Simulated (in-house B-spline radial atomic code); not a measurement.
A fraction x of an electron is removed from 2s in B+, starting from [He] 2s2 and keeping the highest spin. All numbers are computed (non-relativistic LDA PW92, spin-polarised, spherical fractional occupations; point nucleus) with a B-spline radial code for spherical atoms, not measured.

```tsv
x	E(x) - E(0) (eV)	2s down level (eV)
0	0.0000	-19.405
0.06	1.1833	-20.037
0.13	2.6117	-20.775
0.37	7.9010	-23.300
0.49	10.7719	-24.546
0.5	11.0179	-24.649
0.56	12.5153	-25.263
0.63	14.3084	-25.968
0.85	20.2561	-28.063
0.96	23.3935	-28.927
1	24.5523	-
```

The exact functional would give a straight line between the two integer points. Deviations E(x) - E(0) - x[E(1) - E(0)], in eV: -0.29 at x = 0.06, -0.58 at x = 0.13, -1.183 at x = 0.37, -1.259 at x = 0.49, -1.258 at x = 0.5, -1.234 at x = 0.56, -1.16 at x = 0.63, -0.613 at x = 0.85, -0.177 at x = 0.96.

The curve lies below the straight line by up to 1.259 eV (at x = 0.49): convex, the delocalisation error that favours fractional charges.

Problem. How well does Slater's transition state (minus the level at half occupation) give the ionisation energy?

Solution. It gives 24.649 eV against 24.552 eV from the two total energies; NIST lists 25.15 eV, ground level to ground level.
